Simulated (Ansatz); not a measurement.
Input for Ansatz (a quantum-chemistry and plane-wave program): U-CCSD(T)/def2-TZVPP on AlBrH2 (SMILES [AlH2][Br]), a point of a bond scan (R = 3.967 Å). The run froze 19 orbitals, filled d shells among them.

Ansatz 0.2 input:
```yaml
crystal:
  periodic: [false, false, false]
  atoms:
    - {symbol: Al, position_ang: [-0.83541046, -1.29867282, 0.20638148]}
    - {symbol: H, position_ang: [-0.32444596, -2.32948796, 1.27376836]}
    - {symbol: H, position_ang: [-2.12574011, -1.47940621, -0.66846947]}
    - {symbol: Br, position_ang: [1.29208395, 2.00858666, -0.31919901]}
basis:
  gaussian:
    orbitals: def2-TZVPP
correlation: {method: ccsd_t, electrons: outside_noble_gas}
scf: {omitted_lower_state_checks: [cluster_reference]}
magnetization: {spin_polarized: true, initial_magnetization: 0}
```

Question: Predict the final total energy.

Answer: -2815.7066 hartree (reference determinant -2815.4396, T1 diagnostic 0.085). Its determinant has ⟨S²⟩ = 0.81, a mixture of spin states.

Question: How many basis functions does it have, and what does it roughly cost on one machine?

Answer: 118 functions; about 28 core-seconds (a rough figure).
